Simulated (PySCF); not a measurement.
AlBr2, SMILES [Br][Al+][Br], charge +1. Atoms are numbered in the order given.

```xyz
3

Al     0.0000     0.0000     0.0000
Br     0.0000     0.0000    -2.1564
Br     0.0000     0.0000     2.1564
```
Charge +1, spin multiplicity 1.

Geometry optimised at B3LYP-D3(BJ)/def2-TZVP. The spin state was assumed, not searched. The isomer is the one that the SMILES or the coordinates give; other isomers of the formula were not compared.

These are ωB97X/def2-TZVPD (PySCF) values and carry that method's errors.

The molecule is in vacuum.

Computed frontier levels, gap, dipole moment and polarisability:
```yaml
highest_occupied_level: -17.03 eV
lowest_empty_level: -6.32 eV
orbital_gap: 10.70 eV
dipole_moment_about_the_centre_of_nuclear_charge: 0.000 e·Å
mean_static_polarisability: 58.1 bohr³ (8.60 Å³)
polarisability_principal_values: 44.8, 44.8, 84.5 bohr³
```
